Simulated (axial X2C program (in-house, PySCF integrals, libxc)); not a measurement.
**Spin–orbit effects along a row: molecules with Na, PBE0**

All values come from calculations with an in-house relativistic program for diatomic molecules, spin-free (one-electron X2C) or two-component (2c: spin–orbit coupling with atomic mean-field Coulomb and Gaunt terms, which also bring small scalar terms), in Dyall basis sets with cores contracted in-house; open shells are unrestricted.

Basis sets: Ag dyall-cv3z, Cd dyall-cv3z, I dyall-cv3z, In dyall-cv3z, Na dyall-cv3z, Nb dyall-cv3z, Rh dyall-cv3z, Ru dyall-cv3z, Sb dyall-cv3z, Sn dyall-cv3z, Tc dyall-cv3z, Te dyall-cv3z, Y dyall-cv3z.

| molecule | spin-free state | Re (Å) | ωe (cm⁻¹) | De (eV) | 2c state | Re 2c (Å) | ωe 2c (cm⁻¹) | De 2c (eV) |
| --- | --- | --- | --- | --- | --- | --- | --- | --- |
| NaY | M_S = 1, Λ = 1 | 3.520 | 114.6 | 0.32 | Ω = 1 | 3.606 | 115.0 | n/a |
| NaNb | M_S = 2, Λ = 0 | 3.152 | 144.0 | 0.64 | Ω = 1 | 3.160 | 150.8 | n/a |
| NaTc | M_S = 2, Λ = 0 | 2.916 | 178.8 | 0.92 | Ω = 3 | 2.877 | 179.9 | 0.92 |
| NaRu | M_S = 3/2, Λ = 0 | 2.762 | 195.2 | 1.14 | Ω = 3/2 | 2.763 | 195.1 | n/a |
| NaRh | M_S = 1, Λ = 2 | 2.734 | 199.5 | 1.24 | Ω = 3 | 2.735 | 199.3 | n/a |
| NaAg | M_S = 0, Λ = 0 | 2.682 | 199.2 | 1.39 | Ω = 0 | 2.682 | 199.2 | 1.39 |
| NaCd | M_S = 1/2, Λ = 0 | 3.400 | 75.0 | 0.13 | Ω = 1/2 | 3.398 | 75.1 | 0.13 |
| NaIn | M_S = 0, Λ = 0 | 3.241 | 145.7 | 0.74 | Ω = 0 | 3.233 | 144.4 | n/a |
| NaSn | ? | ? | ? | ? | ? | ? | ? | ? |
| NaSb | M_S = 1, Λ = 0 | 2.917 | 207.7 | 1.24 | Ω = 1 | 2.917 | 206.3 | 1.21 |
| NaTe | M_S = 1/2, Λ = 1 | 2.799 | 238.0 | 2.11 | Ω = 3/2 | 2.803 | 235.9 | 2.07 |
| NaI | M_S = 0, Λ = 0 | 2.713 | 258.6 | 3.24 | Ω = 0 | 2.716 | 257.2 | 2.97 |

(1) Estimate the 2c Re and ωe of NaSn as the mean of its neighbours in the table.

Each entry is the lowest single determinant of a limited PBE0 search at one distance. De goes to single-determinant-based atoms at the same level (for ions the charge split of lowest energy) and is withheld (n/a) where an atom does not fit its ground term or J level. Main or longest-lived isotopes. One determinant is a doubtful description, or other states lie close, for NaY, NaNb, NaTc, NaRu, NaRh, NaIn, NaSn, NaSb; these need not be ground states, and all values refer to the states named. Some open-shell Ω = 0 determinants are out of reach, so the Ω given for NaNb, NaTc, NaSb need not be the lowest component. With several unpaired electrons the Ω given is that of one determinant, not necessarily of the lowest component. The functionals have no current term, which raises determinants with orbital currents. Where the atoms have a lower orbital projection than the molecule, De at mean-field level may be about a tenth of an eV too small. The lowest determinant changes configuration between the Hamiltonians for NaY, NaNb, NaTc, so two states are compared there.

Results:

(1) Re ≈ 3.075 Å, ωe ≈ 175.4 cm⁻¹. The PBE0 runs give the row below, so the estimate misses by 0.159 Å and -7.3 cm⁻¹.

```
molecule   spin-free state  Re (Å)  ωe (cm⁻¹)  De (eV)  2c state  Re 2c (Å)  ωe 2c (cm⁻¹)  De 2c (eV)
    NaSn  M_S = 3/2, Λ = 0   2.911      183.8     1.20   Ω = 3/2      2.916         182.7         n/a
```
